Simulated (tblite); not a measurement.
Run record: tight-binding relaxation, `[N](C)(C)[Ge@H]([C](=C)C)[SeH]`.

Computed with GFN2-xTB geometry optimisation, gas phase (tblite 0.8.0). Start geometry: from a force field or distance geometry. The input is one job of a driver script: a line of settings, then coordinates in Å.

Command:
```bash
OMP_NUM_THREADS=1 python probes_run.py task.json out
```

Input:
```
{"job": {"kind": "relax", "xc": "GFN2-xTB", "basis": "xTB"}, "charge": 0, "multiplicity": 1}
C      2.147300     1.268000     0.677100
C      1.786900     0.075500     0.207800
C      2.772800    -1.043500     0.406900
Ge     0.087200    -0.149900    -0.654300
Se    -0.283800     1.856600    -1.835700
N     -1.303600    -0.310700     0.584200
C     -2.080200    -1.526800     0.358200
C     -2.247900     0.774000     0.312500
H      1.456900     2.107500     0.561100
H      3.097400     1.449200     1.182600
H      2.706600    -1.500300     1.390000
H      2.641600    -1.747700    -0.447400
H      3.790500    -0.622300     0.303300
H      0.110100    -1.362500    -1.626800
H     -0.207600     3.038800    -0.850800
H     -3.007000    -1.504800     1.022300
H     -1.542600    -2.442600     0.627700
H     -2.408200    -1.490600    -0.705500
H     -2.047200     1.200300    -0.688900
H     -3.268600     0.366700     0.274100
H     -2.209500     1.582000     1.055800
```

Output:
```
step      E/eV     max force
  0    -688.36136    1.972
  1    -688.56528    1.258
  2    -688.73882    0.819
  3    -688.82706    0.958
  4    -688.94780    0.876
  5    -689.04807    0.815
  6    -689.11007    0.692
  7    -689.16698    0.627
  8    -689.22612    0.559
  9    -689.26164    0.407
... (245 lines left out)
255    -689.75289    0.029
256    -689.75304    0.028
257    -689.75317    0.031
258    -689.75330    0.028
259    -689.75346    0.025
260    -689.75357    0.019
261    -689.75362    0.023
262    -689.75364    0.011
263    -689.75366    0.011
264    -689.75368    0.007
```

«max force» is the largest atomic force in eV/Å.

From which step on does the largest force stay under 0.1 eV/Å, and how much energy is left to gain from there?

From step 148 (0.069 eV/Å), 34.9 meV above the end.

In short: energy lowered by 32.1 kcal/mol over 264 steps; largest atomic force 0.007 eV/Å at the end.

Where do the atoms end?

1.255 Å rms from the input after alignment:
```
atom  x, y, z in Å
C1     2.0359    1.7226    0.3509
C2     1.6482    0.4630    0.2443
C3     2.2959   -0.6692    0.9689
Ge4    0.1140   -0.0712   -0.8948
Se5   -0.6183    1.6986   -2.3370
N6    -1.2261   -0.6894    0.1979
C7    -2.3472   -1.3567   -0.4262
C8    -1.6436    0.1439    1.3041
H9     1.5419    2.5169   -0.1893
H10    2.8599    2.0202    0.9829
H11    1.5573   -1.1833    1.5834
H12    2.6838   -1.3928    0.2518
H13    3.1110   -0.3208    1.6004
H14    0.4271   -1.3039   -1.7439
H15    0.7148    1.9889   -2.7828
H16   -2.8399   -2.0033    0.3045
H17   -1.9837   -1.9703   -1.2503
H18   -3.0914   -0.6496   -0.8163
H19   -2.3592    0.9180    0.9979
H20   -2.1198   -0.4746    2.0696
H21   -0.7697    0.6298    1.7382
```

How long does this job take on Arm Neoverse V2, one thread, on a shared host?

About 2.1 s.
Labels such as C1 count atoms from 1, the log's own numbers from 0.
